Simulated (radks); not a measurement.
The ytterbium ion Yb2+ inside a hard spherical wall (all orbitals vanish at R), configuration held at [Xe] 4f14 and not refilled when levels cross. All-electron calculation, scalar-relativistic Kohn-Sham, LDA (Slater exchange, Perdew-Wang correlation), spin-polarised, spherical densities, finite nucleus; Fermi nuclear charge, rms radius 5.3108 fm. Program: a radial shooting solver on a logarithmic mesh with Libxc functionals. Eigenvalues in eV for spin up, with the zero of energy where the potential of the charges vanishes at infinity; a dash marks a level that is unbound or too diffuse for the functional's potential to be trusted. A positive occupied level is held by the wall or, in an anion where self-interaction has pushed it up, behind a barrier. The pressure on the wall is -dE/dV.

R (bohr),E (hartree),kinetic (hartree),e(4d),e(5s),e(5p),e(4f),"e(6s, empty)","e(5d, empty)",pressure (GPa)
free,-14048.8121,15302.077,-192.47,-69.993,-42.423,-17.962,-15.255,-13.568,0
20,-14048.8121,15302.077,-192.47,-69.993,-42.423,-17.962,-15.255,-13.568,< 0.0001
15,-14048.8121,15302.077,-192.47,-69.993,-42.423,-17.962,-15.255,-13.568,< 0.0001
12,-14048.8121,15302.077,-192.47,-69.993,-42.423,-17.962,-15.255,-13.568,< 0.0001
7,-14048.8120,15302.077,-192.47,-69.990,-42.419,-17.958,-15.156,-13.536,0.00405
6,-14048.8118,15302.080,-192.44,-69.972,-42.404,-17.936,-14.836,-13.431,0.0437
5,-14048.8093,15302.103,-192.31,-69.877,-42.319,-17.812,-13.596,-13.008,0.583
4,-14048.7826,15302.331,-191.54,-69.313,-41.776,-17.082,-8.776,-11.281,10.7
3.5,-14048.7077,15302.904,-190.17,-68.301,-40.726,-15.780,-2.137,-8.812,51.4
2.5,-14047.3045,15311.076,-178.08,-58.888,-29.715,-4.201,46.026,9.971,1560
2,-14042.5630,15332.993,-156.32,-38.635,-4.899,17.132,132.74,45.471,10700
